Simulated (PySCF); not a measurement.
Relaxation of singlet [CrH7]-

Method: PBE0/[Cr def2-TZVPD, H def2-TZVPD], no relativity, density fitting, PySCF. A (50,194) grid was used.

A hand-made pentagonal bipyramidal start, of D5h symmetry, held to at least that symmetry:

Coordinates in bohr (charge -1 multiplicity 1):
```
Cr    0.0000    0.0000    0.0000
H     0.0000    0.0000    2.9102
H     0.0000    0.0000   -2.9102
H     2.9102    0.0000    0.0000
H     0.8993    2.7677    0.0000
H    -2.3544    1.7106    0.0000
H    -2.3544   -1.7106    0.0000
H     0.8993   -2.7677    0.0000
```

What does it relax to?

It ends at D5h with Cr–H 1.603 Å (×5), Cr–H 1.686 Å (×2); H–Cr–H 72.0° (×5), H–Cr–H 90.0° (×10), H–Cr–H 144.0° (×5), H–Cr–H 180.0°. A frequency run shows 5 imaginary modes, down to 1198i cm⁻¹, so it is a higher-order saddle point. Other isomers or separated fragments may lie lower.

How much energy is released, and in how many steps?

43.3 kJ/mol in 5 steps.

Stability towards spin polarisation was not tested.
